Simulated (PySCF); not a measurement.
## Working out the ionisation energy of N⁺

N⁺ [He] 2s2 2p2 (3P) → N²⁺ [He] 2s2 2p1 (2P). All numbers are calculated (PySCF 2.14, no relativity, point nucleus, in aug-cc-pwCVTZ (7s6p4d2f, 59 functions)). Frozen: nothing. Energies in hartree (1 hartree = 27.21139 eV):

```csv
part,N⁺ (lower),N²⁺ (upper)
UHF,-53.890627,-52.817933
MP2 opposite-spin,-0.103666,-0.096906
MP2 same-spin,-0.018287,-0.007735
```

Q: What does Hartree-Fock give?

A: (-52.817933) − (-53.890627) = 1.072694 hartree = 29.189 eV.

Q: What do MP2 and SCS-MP2 (6/5 opposite-spin, 1/3 same-spin) give?

A: The opposite-spin parts differ by 0.184 eV and the same-spin parts by 0.287 eV. MP2: 29.189 + (0.184) + (0.287) = 29.660 eV. SCS-MP2: 29.189 + 1.2 × (0.184) + (0.287)/3 = 29.505 eV.

A first-order spin-orbit estimate adds -0.003 eV to MP2 (valence and next inner shell), giving 29.657 eV against 29.601 eV (semi-empirical (NIST evaluation); NIST Atomic Spectra Database, ionization energies).

What remains against the reference includes basis incompleteness and correlation beyond second order.
